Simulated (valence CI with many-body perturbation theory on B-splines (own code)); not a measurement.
Energy levels of Te³⁸⁺

Calculated by relativistic CI+MBPT: four valence electrons over a frozen Dirac-Fock core [Ne], a basis of 11 s, 11 p, 10 d, 8 f, 5 g, 2 h functions for each j, with the one-electron correlation potential Σ1 (screened to all orders), the two-electron term Σ2, the three-electron term Σ3, Breit, model QED; selected single and double excitations, second order for the rest, scaled by the run's own slope (own B-spline code, finite nucleus).

The last digits are not significant, and no measured levels were compared; by estimate large intervals hold to a few tenths of a per cent, small ones and those within an open d or f shell to about a per cent. Among the levels kept, up to 690 cm⁻¹ of a level comes from second order outside the variational space, and about a tenth of that is noise between levels of different J, which matters for small intervals.

Levels 1 to 45 of 174, with energies above the lowest level, (3s^2 3p1/2^2) J=0. "Leading %" is the weight of the configuration and term that name the level; weights of strongly mixed levels are sums over their largest components and can fall short. In the jj column 3d3/2^4 stands for four electrons in 3d with j = 3/2. Lifetimes count E1, E2, E3, M1 and M2 decay at the calculated energies, and are blank where another channel may lead or the interval is too uncertain; long ones can be off by a factor of two.

```csv
No.,Configuration,Term,J,E (× 10³ cm⁻¹),Leading %,g,Lifetime,Leading jj
1,3s²3p²,³P,0,0.00,73,,,3s^2 3p1/2^2 (98 %)
2,3s²3p²,³P,1,492.49,99,1.496,634 ns,3s^2 3p1/2 3p3/2 (99 %)
3,3s²3p²,¹D,2,541.51,59,1.195,159 μs,3s^2 3p1/2 3p3/2 (98 %)
4,3s²3p²,³P,2,1069.4,59,1.294,336 ns,3s^2 3p3/2^2 (98 %)
5,3s²3p²,¹S,0,1177.2,72,,220 ns,3s^2 3p3/2^2 (97 %)
6,3s3p³,⁵S°,2,1266.1,43,1.641,135 ps,3s 3p1/2^2 3p3/2 (90 %)
7,3s3p³,³D°,1,1419.2,43,0.948,12.6 ps,3s 3p1/2^2 3p3/2 (80 %)
8,3s²3p3d,³F°,2,1619.0,69,0.779,1.34 ns,3s^2 3p1/2 3d3/2 (95 %)
9,3s3p³,⁵S°,2,1690.7,37,1.489,1.14 ns,3s 3p1/2 3p3/2^2 (71 %)
10,3s3p³,³D°,3,1764.2,52,1.254,340 ps,3s 3p1/2 3p3/2^2 (52 %)
11,3s²3p3d,³D°,1,1820.6,50,0.938,2.09 ps,3s^2 3p1/2 3d3/2 (76 %)
12,3s²3p3d,³P°,2,1891.4,29,1.187,7.73 ps,3s^2 3p1/2 3d5/2 (57 %)
13,3s²3p3d,³F°,3,1898.4,49,1.175,13.7 ps,3s^2 3p1/2 3d5/2 (49 %)
14,3s3p³,³P°,0,1905.7,89,,15.5 ps,3s 3p1/2 3p3/2^2 (89 %)
15,3s3p³,³P°,1,1966.6,42,1.229,8.07 ps,3s 3p1/2 3p3/2^2 (76 %)
16,3s3p³,¹D°,2,2004.4,48,1.167,4.53 ps,3s 3p1/2 3p3/2^2 (60 %)
17,3s3p³,³S°,1,2051.1,39,1.380,2.70 ps,3s 3p1/2 3p3/2^2 (89 %)
18,3s²3p3d,³P°,2,2278.3,32,1.309,1.29 ns,3s^2 3p3/2 3d5/2 (67 %)
19,3s²3p3d,³F°,4,2303.3,98,1.245,745 ns,3s^2 3p3/2 3d5/2 (98 %)
20,3s²3p3d,³D°,2,2312.3,45,1.071,1.98 ps,3s^2 3p3/2 3d3/2 (75 %)
21,3s²3p3d,³P°,1,2314.1,47,1.152,2.43 ps,3s^2 3p3/2 3d3/2 (82 %)
22,3s²3p3d,³D°,3,2317.2,37,1.161,3.10 ps,3s^2 3p3/2 3d3/2 (78 %)
23,3s²3p3d,³P°,0,2326.9,89,,2.78 ps,3s^2 3p3/2 3d3/2 (89 %)
24,3s3p²3d,⁵F,1,2409.2,56,0.343,67.3 ps,3s 3p1/2^2 3d3/2 (90 %)
25,3s3p²3d,⁵F,2,2436.9,32,1.189,71.9 ps,3s 3p1/2^2 3d3/2 (83 %)
26,3s²3p3d,¹F°,3,2501.3,56,1.137,4.23 ps,3s^2 3p3/2 3d5/2 (83 %)
27,3s²3p3d,¹P°,1,2515.7,54,1.192,5.87 ps,3s^2 3p3/2 3d5/2 (79 %)
28,3s3p³,³P°,2,2560.2,32,1.312,3.12 ps,3s 3p3/2^3 (62 %)
29,3s3p²3d,⁵D,3,2585.2,29,1.377,21.9 ps,3s 3p1/2^2 3d5/2 (85 %)
30,3p⁴,³P,2,2629.9,16,1.142,20.4 ps,3s 3p1/2^2 3d5/2 (59 %)
31,3s3p³,¹P°,1,2687.5,39,1.123,2.01 ps,3s 3p3/2^3 (74 %)
32,3s3p²3d,³F,2,2792.6,38,1.030,13.2 ps,3s 3p1/2 3p3/2 3d3/2 (49 %)
33,3s3p²3d,⁵D,0,2815.0,56,,32.2 ps,3s 3p1/2 3p3/2 3d3/2 (75 %)
34,3s3p²3d,⁵D,1,2833.9,59,1.230,101 ps,3s 3p1/2 3p3/2 3d3/2 (96 %)
35,3s3p²3d,⁵F,3,2855.6,48,1.192,63.5 ps,3s 3p1/2 3p3/2 3d3/2 (86 %)
36,3s3p²3d,⁵F,2,2862.9,30,1.210,8.24 ps,3s 3p1/2 3p3/2 3d3/2 (55 %)
37,3s3p²3d,⁵D,0,2875.7,33,,8.05 ps,3p1/2^2 3p3/2^2 (52 %)
38,3s3p²3d,⁵F,4,2916.0,64,1.264,246 ps,3s 3p1/2 3p3/2 3d3/2 (58 %)
39,3s3p²3d,⁵D,4,2945.1,54,1.379,607 ps,3s 3p1/2 3p3/2 3d5/2 (79 %)
40,3s3p²3d,³F,2,3001.4,62,0.928,7.78 ps,3s 3p1/2 3p3/2 3d3/2 (55 %)
41,3s3p²3d,⁵P,3,3006.0,48,1.421,4.72 ps,3s 3p1/2 3p3/2 3d3/2 (48 %)
42,3s3p²3d,⁵F,5,3039.9,60,1.314,160 ps,3s 3p1/2 3p3/2 3d5/2 (93 %)
43,3s3p²3d,³P,2,3041.0,35,1.440,6.37 ps,3s 3p1/2 3p3/2 3d3/2 (43 %)
44,3s3p²3d,³P,1,3053.9,31,1.486,4.39 ps,3s 3p1/2 3p3/2 3d3/2 (61 %)
45,3s3p²3d,³D,2,3054.4,25,1.341,3.76 ps,3s 3p1/2 3p3/2 3d3/2 (52 %)
```

The ionisation energy to 3s²3p ²P°1/2 of the next ion comes out as 2702 eV (NIST: 2700 ± 4 eV (theoretical)). All 174 levels together are meant to be complete up to 4866.5 × 10³ cm⁻¹.
